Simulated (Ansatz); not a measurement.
Job for Ansatz (a quantum-chemistry and plane-wave program): R-wB97X-V/def2-TZVPP on BClH2O (SMILES OBCl), a point of a torsion scan.

Ansatz 0.2 input:
```yaml
crystal:
  periodic: [false, false, false]
  atoms:
    - {symbol: O, position_ang: [-0.97332292, -0.14175708, -0.32714664]}
    - {symbol: B, position_ang: [0.18221337, 0.45116735, -0.07970259]}
    - {symbol: Cl, position_ang: [1.33428479, -0.22689706, 1.02505239]}
    - {symbol: H, position_ang: [-1.38927835, -0.68457478, 0.34511670]}
    - {symbol: H, position_ang: [0.50880923, 1.34406583, -0.76236362]}
basis:
  gaussian:
    orbitals: def2-TZVPP
hamiltonian:
  xc: {name: wB97X-V}
scf: {lower_state_search: off}
```

The head of its log:

```
WARN ansatz: RAYON_NUM_THREADS=1 ignored (pool sized by the plan → 1); use --threads N
Functional definition: wB97X-V
these checks for a lower state are left out or cut short: stability, starts, cluster_reference, orbital_swaps, neighbouring_geometries, increment
integrals: 0.06 GiB planned
748 factors; their error is unknown
integrals: 0.09 GiB planned
156 factors; integrals over basis functions are off by at most 2.1e-5 eV
mean field: 0.52 GiB planned
mean field evaluation 1: about -15276.5919 eV, gradient 4.3e1 eV
mean field evaluation 2: about -15276.1641 eV, gradient 4.8e1 eV
```

**Question.** What total energy does the run end on?

**Answer.** -561.5172 hartree.
